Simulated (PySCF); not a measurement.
Point-charge models of `C=CC[SiH2][SiH2]P` against its computed dipole.

Coordinates (GFN2-xTB, Å) and charges (e) from the PBE0/pcSseg-1 density (PySCF):

| atom | x | y | z | Mulliken | IAO | Hirshfeld | ESP-fitted |
| --- | --- | --- | --- | --- | --- | --- | --- |
| C1 | 1.783 | -1.047 | 0.948 | -0.1642 | -0.3352 | -0.1108 | -0.3437 |
| C2 | 2.006 | 0.003 | 0.177 | -0.2572 | -0.1301 | -0.0400 | -0.2275 |
| C3 | 1.269 | 0.288 | -1.082 | -0.4756 | -0.5226 | -0.1535 | -0.2075 |
| Si4 | -0.178 | 1.495 | -0.733 | +0.3581 | +0.4694 | +0.2497 | +0.1908 |
| Si5 | -1.664 | 0.436 | 0.704 | +0.0963 | +0.2599 | +0.1837 | +0.2787 |
| P6 | -1.906 | -1.710 | 0.079 | -0.2391 | -0.0997 | -0.0052 | -0.3187 |
| H7 | 1.055 | -1.797 | 0.679 | +0.1408 | +0.1457 | +0.0287 | +0.1346 |
| H8 | 2.320 | -1.210 | 1.867 | +0.1150 | +0.1511 | +0.0447 | +0.1616 |
| H9 | 2.740 | 0.745 | 0.465 | +0.1114 | +0.1437 | +0.0448 | +0.1730 |
| H10 | 1.945 | 0.708 | -1.827 | +0.1596 | +0.1582 | +0.0469 | +0.1191 |
| H11 | 0.855 | -0.638 | -1.487 | +0.1594 | +0.1514 | +0.0405 | +0.1277 |
| H12 | -0.758 | 1.873 | -2.032 | -0.0531 | -0.1047 | -0.0779 | -0.0763 |
| H13 | 0.370 | 2.729 | -0.156 | -0.0416 | -0.1026 | -0.0769 | -0.0606 |
| H14 | -2.981 | 1.095 | 0.740 | -0.0286 | -0.0973 | -0.0809 | -0.1124 |
| H15 | -1.236 | 0.349 | 2.105 | -0.0102 | -0.0850 | -0.0752 | -0.0497 |
| H16 | -3.133 | -1.893 | 0.683 | +0.0709 | +0.0045 | -0.0061 | +0.1206 |
| H17 | -2.492 | -1.414 | -1.139 | +0.0580 | -0.0066 | -0.0125 | +0.0902 |

Task: Compute μ = Σ q r for each scheme (1 e·Å = 4.803 D) and compare with the dipole of the full density.

Result: The full density gives (-0.28, 0.72, -0.40) D, 0.87 D in size; dipole vectors point from the negative to the positive end.

```
    scheme     μx    μy     μz  size (D)  share of the full size (%)  angle to the full dipole (°)
  Mulliken  -1.24  1.24  -0.06      1.75                         201                            34
       IAO  -0.35  1.21  -0.11      1.27                         145                            23
 Hirshfeld  -0.07  0.13  -0.29      0.33                          38                            35
ESP-fitted  -0.30  0.68  -0.42      0.85                          98                             3
```

Task: Which set comes closest?

Result: Length of the difference vector: ESP-fitted 0.05 D, IAO 0.58 D, Hirshfeld 0.63 D, Mulliken 1.14 D. Closest: ESP-fitted. The schemes that divide the density aren't constrained to reproduce the dipole.

Task: What is left for the Hirshfeld atoms' own dipoles?

Result: The Hirshfeld atoms' densities add up to the full density, so μ = Σ q r + Σ (atomic dipoles). The atomic dipoles sum to (-0.28, 0.72, -0.40) − (-0.07, 0.13, -0.29) = (-0.21, 0.59, -0.11) D, 0.63 D in size.

Task: With the origin at the mean of the coordinates, (0.000, 0.001, -0.001) Å, which are the largest single terms, by size, of the Hirshfeld dipole along the direction of the full one?

Result: Si4 +1.96, H12 -1.02, C1 +1.00, H13 -0.82, H14 -0.59 D; all 17 atoms together +0.27 D. The single terms depend on the origin, their sum doesn't.

Task: Give the size of the full dipole in other units.

Result: 0.87 D = 0.343 au = 0.181 e·Å = 2.91 × 10⁻³⁰ C·m.

Geometry: GFN2-xTB, one conformer, isolated molecule.

The values belong to the conformer `[CH2:1]=[CH:2][CH2:3][SiH2:4][SiH2:5][PH2:6]`: C1–C2–C3–Si4 96°, C2–C3–Si4–Si5 -63°, C3–Si4–Si5–P6 -41°, H–P6–Si5–Si4 -157°, H–P6–Si5–Si4 -65°.
